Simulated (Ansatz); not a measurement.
Ansatz (a first-principles code) input:

Ansatz 0.2 input:
```yaml
crystal:
  periodic: [false, false, false]
  atoms:
    - {symbol: C, position_ang: [-2.22231308, -0.11713259, -0.57264292]}
    - {symbol: C, position_ang: [-1.09245782, -0.62128850, -0.15998845]}
    - {symbol: C, position_ang: [0.24645936, -0.22082959, -0.68769343]}
    - {symbol: Cl, position_ang: [1.28299656, 0.46535878, 0.63620203]}
    - {symbol: H, position_ang: [-3.27700219, -0.23250955, -0.38409267]}
    - {symbol: H, position_ang: [-1.08584117, -1.38963552, 0.61730499]}
    - {symbol: H, position_ang: [0.16493899, 0.54322610, -1.45422087]}
    - {symbol: H, position_ang: [0.79683194, -1.07667620, -1.07247715]}
basis:
  gaussian:
    orbitals: def2-TZVPD
hamiltonian:
  xc: {name: B97M-V}
magnetization: {spin_polarized: true, initial_magnetization: 1}
output: {forces: true}
```

Q: What final total energy does it print?

A: -576.75558 Eh (B97M-V/def2-TZVPD). The basis has 193 functions.

It need not be the lowest isomer of its formula.
